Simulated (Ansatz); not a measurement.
Consider the substitution at a C–C bond: `CC(C)(C)Cl` + `[OH][Ti]([F])([SH])[Cl]` → `C[O][Ti]([F])([SH])[Cl]` + `CC(C)Cl`.

Program: Ansatz. Geometries: PBE0-D4/def2-TZVP. ΔE: electronic, gas phase. CCSD(T)/CBS is the MP2 limit (def2-TZVPP, def2-QZVPP) plus CCSD(T) − MP2 in def2-TZVPP, frozen cores. Functionals use def2-TZVPP. For Ti outer-core shells are correlated without core-valence functions, which leaves a few kJ/mol of doubt a bond. Scalar relativity is left out up to krypton. Each species was taken in one conformer, which may not be the lowest.

```tsv
species	r2SCAN energy (Eh)
`CC(C)(C)Cl`	-618.00071
`[OH][Ti]([F])([SH])[Cl]`	-1884.34081
`C[O][Ti]([F])([SH])[Cl]`	-1923.63175
`CC(C)Cl`	-578.69374
```

Work out ΔE.

ΔE = (-1923.63175) + (-578.69374) − (-618.00071) − (-1884.34081) = 0.01603 Eh = +10.1 kcal/mol. CCSD(T)/CBS gives +11.1 kcal/mol.

Largest T1 diagnostic among the species: 0.025, so the coupled-cluster value is less sure than usual.

The D4 term adds +1.5 kcal/mol with B3LYP and +0.7 kcal/mol with PBE0; it sums over pairs of atoms, weighted by their polarisabilities, and B3LYP, whose exchange is more repulsive, gets the larger term. From PBE to PBE0 (25 % exact exchange), in def2-TZVPP and without D4, ΔE moves by +0.9 kcal/mol.

B3LYP here is the variant with VWN-RPA as its local correlation; programs differ in this.
